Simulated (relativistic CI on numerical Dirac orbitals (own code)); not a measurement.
**Spin-allowed bands of a d3 ion in an octahedral site, by hand**

Problem. Take Δ = 15000 cm⁻¹ and B = 740 cm⁻¹ for a d3 ion in an octahedral site. Calculate the three spin-allowed bands.

Working.
1. The terms of highest spin are 4F (energy 0) and 4P (15B = 11100 cm⁻¹). Here the F term splits into A2 at −1.2Δ = -18000, T2 at −0.2Δ = -3000 and T1 at +0.6Δ = 9000 cm⁻¹.
2. The two T1 states mix through the element 0.4Δ: H = [[9000, 6000], [6000, 11100]], with roots ½(H₁₁ + H₂₂) ∓ ½√[(H₂₂ − H₁₁)² + 4H₁₂²] = ½(20100) ∓ ½(12182) = 3959 and 16141 cm⁻¹.
3. The ground term is 4A2 at -18000 cm⁻¹.
4. Bands: 4T2 15000 cm⁻¹ (667 nm), 4T1(F) 21959 cm⁻¹ (455 nm), 4T1(P) 34141 cm⁻¹ (293 nm).

Check. Exact diagonalisation of the whole d3 shell with these parameters gives 4T2 15000, 4T1 21959, 4T1 34141 cm⁻¹. The match is exact, since without spin-orbit coupling no other term has this spin. The ratio of the second band to the first, 1.464, depends on Δ/B = 20.3 alone, which is how a Tanabe-Sugano diagram is read.
